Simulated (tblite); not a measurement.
Compound: C4H13PSi2.
SMILES with atom numbers: `[H]/[P:7]=[C:5](\[Si:2]([CH3:1])([CH3:3])[CH3:4])[SiH3:6]` (hydrogens: H8, H9, H10 on C1; H11, H12, H13 on C3; H14, H15, H16 on C4; H17, H18, H19 on Si6; H20 on P7)

Computed with GFN2-xTB (tblite), gas phase: L-BFGS steps from a force-field or distance-geometry start until the largest atomic force falls under 0.01 eV/Å.

Step 7: E = -574.0604 eV
```
atom  x, y, z in Å  |  force x, y, z in eV/Å
C1      0.1278   -1.7834    0.7957    0.030  -0.033   0.026
Si2    -0.4317   -0.1997   -0.0928   -0.068  -0.102  -0.052
C3     -1.9971    0.4419    0.7860   -0.046   0.018   0.028
C4     -0.8844   -0.6666   -1.8861    0.000  -0.029  -0.110
C5      0.9079    1.1485   -0.1020   -0.150  -0.020  -0.037
Si6     2.5669    0.8162    0.7298    0.004   0.021   0.001
P7      0.6421    2.6435   -0.8344    0.040  -0.001   0.014
H8      1.0026   -2.2256    0.3323    0.019   0.024  -0.027
H9     -0.6668   -2.5239    0.7643    0.030   0.006   0.033
H10     0.3691   -1.5995    1.8369   -0.013   0.010   0.003
H11    -2.7574   -0.3335    0.8219   -0.004   0.040  -0.002
H12    -1.7826    0.7386    1.8081   -0.005   0.017   0.001
H13    -2.4240    1.3005    0.2755    0.007  -0.009   0.024
H14    -0.0222   -1.0172   -2.4437    0.073  -0.019   0.029
H15    -1.6234   -1.4622   -1.9035   -0.022   0.025   0.006
H16    -1.2924    0.1746   -2.4369   -0.040   0.042   0.020
H17     3.1735   -0.3508    0.0846    0.049  -0.026  -0.020
H18     2.3154    0.4976    2.1384    0.019   0.011   0.039
H19     3.4568    1.9705    0.6242   -0.002   0.028  -0.011
H20    -0.6852    2.4413   -1.3014    0.080  -0.006   0.035
```

Step 8: E = -574.0626 eV
```
atom  x, y, z in Å  |  force x, y, z in eV/Å
C1      0.1298   -1.7847    0.7972    0.021  -0.023   0.009
Si2    -0.4336   -0.2013   -0.0949   -0.106  -0.132  -0.013
C3     -1.9992    0.4433    0.7876   -0.021   0.005   0.015
C4     -0.8849   -0.6673   -1.8906   -0.001  -0.012  -0.068
C5      0.9048    1.1459   -0.1021   -0.081  -0.036  -0.006
Si6     2.5661    0.8172    0.7289    0.038   0.007   0.026
P7      0.6457    2.6418   -0.8319    0.016   0.033  -0.008
H8      1.0054   -2.2269    0.3332   -0.007   0.038  -0.015
H9     -0.6648   -2.5259    0.7662    0.045   0.015   0.032
H10     0.3713   -1.6010    1.8392   -0.019   0.015  -0.026
H11    -2.7608   -0.3309    0.8237   -0.002   0.035  -0.003
H12    -1.7857    0.7406    1.8103    0.006   0.007  -0.017
H13    -2.4263    1.3023    0.2778    0.013  -0.008   0.017
H14    -0.0214   -1.0179   -2.4463    0.062  -0.016   0.027
H15    -1.6245   -1.4622   -1.9073   -0.020   0.021  -0.002
H16    -1.2932    0.1749   -2.4405   -0.029   0.029   0.024
H17     3.1748   -0.3520    0.0826    0.028   0.020   0.006
H18     2.3149    0.4983    2.1410    0.032   0.024  -0.018
H19     3.4572    1.9751    0.6225   -0.046  -0.027  -0.007
H20    -0.6807    2.4414   -1.2998    0.069   0.005   0.026
```

Step 9: E = -574.0643 eV
```
atom  x, y, z in Å  |  force x, y, z in eV/Å
C1      0.1318   -1.7861    0.7985    0.005  -0.005  -0.009
Si2    -0.4373   -0.2051   -0.0971   -0.101  -0.103   0.016
C3     -2.0011    0.4445    0.7892    0.002  -0.008  -0.001
C4     -0.8853   -0.6681   -1.8956   -0.002   0.002  -0.015
C5      0.9006    1.1431   -0.1022   -0.007  -0.046   0.022
Si6     2.5656    0.8179    0.7285    0.029  -0.010   0.026
P7      0.6491    2.6409   -0.8299    0.007   0.028  -0.008
H8      1.0077   -2.2272    0.3334   -0.016   0.041  -0.007
H9     -0.6625   -2.5274    0.7685    0.045   0.002   0.031
H10     0.3726   -1.6018    1.8407   -0.016   0.022  -0.038
H11    -2.7637   -0.3281    0.8251   -0.015   0.022   0.002
H12    -1.7880    0.7425    1.8119    0.018  -0.002  -0.023
H13    -2.4278    1.3036    0.2799    0.016   0.000   0.006
H14    -0.0194   -1.0189   -2.4479    0.037  -0.009   0.020
H15    -1.6259   -1.4619   -1.9103   -0.017   0.011  -0.021
H16    -1.2944    0.1759   -2.4428   -0.011   0.011   0.020
H17     3.1766   -0.3526    0.0811    0.011   0.055   0.027
H18     2.3152    0.4994    2.1429    0.040   0.031  -0.054
H19     3.4568    1.9785    0.6210   -0.072  -0.058  -0.006
H20    -0.6757    2.4416   -1.2979    0.047   0.017   0.012
```

Step 10: E = -574.0656 eV
```
atom  x, y, z in Å  |  force x, y, z in eV/Å
C1      0.1333   -1.7872    0.7993   -0.010   0.009  -0.020
Si2    -0.4417   -0.2096   -0.0985   -0.057  -0.037   0.025
C3     -2.0027    0.4452    0.7903    0.010  -0.016  -0.012
C4     -0.8856   -0.6687   -1.8996   -0.004   0.006   0.025
C5      0.8972    1.1402   -0.1021    0.032  -0.046   0.034
Si6     2.5656    0.8183    0.7285   -0.006  -0.022   0.007
P7      0.6519    2.6404   -0.8284    0.011  -0.005   0.008
H8      1.0092   -2.2266    0.3334   -0.010   0.037  -0.006
H9     -0.6600   -2.5287    0.7709    0.032  -0.023   0.028
H10     0.3734   -1.6019    1.8412   -0.008   0.030  -0.032
H11    -2.7663   -0.3256    0.8263   -0.031   0.009   0.008
H12    -1.7894    0.7438    1.8127    0.027  -0.008  -0.021
H13    -2.4287    1.3047    0.2816    0.017   0.007  -0.005
H14    -0.0171   -1.0198   -2.4486    0.009   0.001   0.016
H15    -1.6273   -1.4614   -1.9131   -0.013   0.001  -0.040
H16    -1.2956    0.1768   -2.4443    0.007  -0.003   0.015
H17     3.1781   -0.3521    0.0805    0.005   0.066   0.034
H18     2.3162    0.5007    2.1434    0.042   0.030  -0.056
H19     3.4552    1.9801    0.6197   -0.074  -0.060  -0.006
H20    -0.6710    2.4421   -1.2963    0.020   0.024  -0.003
```

Question: Estimate the geometry and energy of step 11. (The exact step hangs on the optimiser's Hessian estimate; all steps are aligned on step 10, rigid shifts and turns removed.)

Answer: E = -574.0667 eV, largest force 0.074 eV/Å
```
atom  x, y, z in Å  |  force x, y, z in eV/Å
C1      0.1343   -1.7879    0.7996   -0.021   0.014  -0.020
Si2    -0.4461   -0.2138   -0.0991   -0.003   0.029   0.019
C3     -2.0039    0.4455    0.7910    0.004  -0.017  -0.016
C4     -0.8859   -0.6692   -1.9023   -0.006   0.003   0.046
C5      0.8950    1.1373   -0.1014    0.036  -0.039   0.030
Si6     2.5655    0.8182    0.7286   -0.042  -0.025  -0.015
P7      0.6545    2.6396   -0.8269    0.020  -0.041   0.027
H8      1.0103   -2.2255    0.3333    0.001   0.031  -0.011
H9     -0.6574   -2.5302    0.7733    0.016  -0.047   0.024
H10     0.3739   -1.6015    1.8410    0.001   0.037  -0.020
H11    -2.7689   -0.3234    0.8274   -0.041   0.000   0.013
H12    -1.7900    0.7448    1.8129    0.033  -0.012  -0.015
H13    -2.4290    1.3056    0.2829    0.018   0.011  -0.014
H14    -0.0153   -1.0204   -2.4489   -0.015   0.011   0.017
H15    -1.6286   -1.4610   -1.9162   -0.008  -0.006  -0.051
H16    -1.2963    0.1775   -2.4452    0.021  -0.011   0.011
H17     3.1795   -0.3505    0.0806    0.011   0.053   0.029
H18     2.3178    0.5024    2.1428    0.038   0.022  -0.033
H19     3.4525    1.9802    0.6186   -0.061  -0.041  -0.008
H20    -0.6670    2.4430   -1.2951   -0.001   0.027  -0.013
```

The energy changes by -0.0011 eV. The first-order estimate −F·Δx gives -0.0014 eV and the mean of the old and new forces, exact on a quadratic surface, -0.0010 eV. The step makes an angle of 58° with the force vector and moves no atom by more than 0.006 Å.

What follows is the cost of the whole relaxation. On an Arm Neoverse N1 with one thread, shared host with 64 logical CPUs at a one-minute load of 59, this took 0.64 s of wall time.
